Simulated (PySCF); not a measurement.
Precursor series Hf Br-H. Gas-phase values, no solvent.

The HOMO–LUMO gap from two functionals at the same geometries (TPSS-D3(BJ)/def2-SVP), both in PySCF: PBE-D3(BJ)/def2-TZVP and TPSSh-D3(BJ)/def2-TZVP. 

```
species                                 TPSSh-D3(BJ)/def2-TZVP (eV)
--------------------------------------  ---------------------------
0 of 4 Br replaced by H                                        5.40
1 of 4 Br replaced by H                                        5.47
2 of 4 Br replaced by H                                        5.34
3 of 4 Br replaced by H ([Hf(Br)(H)3])                         5.39
```

**Question.** What does PBE-D3(BJ)/def2-TZVP give for each?

**Answer.** 
- 0 of 4 Br replaced by H: 4.45
- 1 of 4 Br replaced by H: 4.45
- 2 of 4 Br replaced by H: 4.05
- 3 of 4 Br replaced by H ([Hf(Br)(H)3]): 4.07
Over these rows, drawn at random from the members with no instability flagged (it was tested for open shells, ions and some series alone), PBE minus TPSSh-D3(BJ): mean -1.14 eV, from -1.31 eV to -0.96 eV.
